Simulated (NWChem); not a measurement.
# Correlation energy of InO

```xyz
2

In     0.0000     0.0000     0.2729
O      0.0000     0.0000    -1.6713
```
Charge 0, spin multiplicity 2.

Everything below was run with NWChem. All single points use one geometry, from UPBE/def2-SVP with def2 effective core potentials on In, a minimum by its harmonic frequencies.

Basis set: def2-SVP. Each correlation energy counts from its own Hartree-Fock reference.

| method | correlation energy (mHa) | remark |
|---|---|---|
| CCSD[T] on UHF | -256.6 | large amplitudes |
| CCSD(T) on ROHF | -260.0 | large amplitudes |
| SCS-UMP2 | -209.0 | - |
| CCSD(T) on UHF | -253.0 | large amplitudes |
| CCSD on ROHF | -249.5 | large amplitudes |
| UMP2 | -214.5 | - |
| CCSD on UHF | -243.2 | large amplitudes |
| CCSD[T] on ROHF | -264.0 | large amplitudes |

The values span 55.0 mHa, from CCSD[T] on ROHF (lowest) to SCS-UMP2 (highest). 

Effective core potentials replace the inner electrons of In; spin-orbit coupling is left out. The correlated methods keep 5 core orbitals frozen. The structure started from a generated list of species. The unpaired electrons of the parent sit in orbitals of symmetry a1 (C2v labels of the run); other states weren't searched. The stability of the SCF solutions was not checked. Open-shell Hartree-Fock references start from PBE0 orbitals. Coupled-cluster values serve here as a point of comparison, not as the truth.
